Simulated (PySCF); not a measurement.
Core-level binding energies of SiHBr3

Species: SiHBr3.
Z-matrix (Å and degrees, PBE0-D3(BJ)/def2-SVP geometry), rows numbered from 1:
```
Si
H   1  1.4807
Br  1  2.2066  2  109.11
Br  1  2.2083  2  109.27  3  -119.96
Br  1  2.2078  2  109.37  3   119.84
```

Level of theory: delta-SCF UKS SCAN, pcX-2 on the ionised atom, pcseg-1 elsewhere, spin-free X2C in PySCF. Binding energies are ΔSCF values: E(core-ionised, relaxed orbitals) − E(ground state) at a fixed geometry, referred to the vacuum level.

Problem. Give the core binding energies atom by atom.

Solution. 
```csv
atom(s),bonded to,level,binding energy (eV),2p1/2 (eV),count
Si1,3 Br and H,Si 1s,1849.35,–,1
Si1,3 Br and H,Si 2p3/2,109.28,109.90,1
```

Problem. What is the longest wavelength that can ionise Si 1s of Si1 vertically?

Solution. λ = hc/E = 12398.42 eV Å / 1849.35 eV = 6.704 Å.

The 2p values add to the ΔSCF energy of one spin-free hole a correction within the shell (spin–orbit coupling, ligand field). 2p1/2 minus 2p3/2 (ligand field included): Si 0.63 eV. No level of bromine is listed. Isolated species at its PBE0-D3(BJ)/def2-SVP geometry, gas phase.
